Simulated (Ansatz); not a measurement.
The input (input.yaml):

```yaml
crystal:
  periodic: [false, false, false]
  atoms:
    - { symbol: Si, position_ang: [0.0, 0.0, 0.0] }
    - { symbol: O, position_ang: [0.0, 0.0, 1.68] }
    - { symbol: C, position_ang: [-1.1112, -0.3437, 2.4945] }
    - { symbol: H, position_ang: [-1.814, -0.9775, 1.9143] }
    - { symbol: H, position_ang: [-0.7584, -0.9037, 3.3856] }
    - { symbol: H, position_ang: [-1.6313, 0.5809, 2.8212] }
    - { symbol: H, position_ang: [1.3768, 0.0, -0.4862] }
    - { symbol: H, position_ang: [-0.6877, 1.1914, -0.4862] }
    - { symbol: Cl, position_ang: [-1.0032, -1.7381, -0.7093] }
basis:
  gaussian: { orbitals: def2-SVP }
hamiltonian:
  xc: pbe
  dispersion: d4
relax:
  f_tol: 0.02
  max_steps: 40
```

Run as:

```bash
$ ansatz run input.yaml --threads 1 --pin off --max-ram 2048MiB --backend cpu --events-out ev --progress --plain --runs-dir out
```

Hardware: 1 thread of Arm Neoverse V1, with other jobs on the host.

Q: Roughly how long does this run take, and how much memory?

A: 38 s, with a peak of 0.14 GiB, for 13 ionic steps.
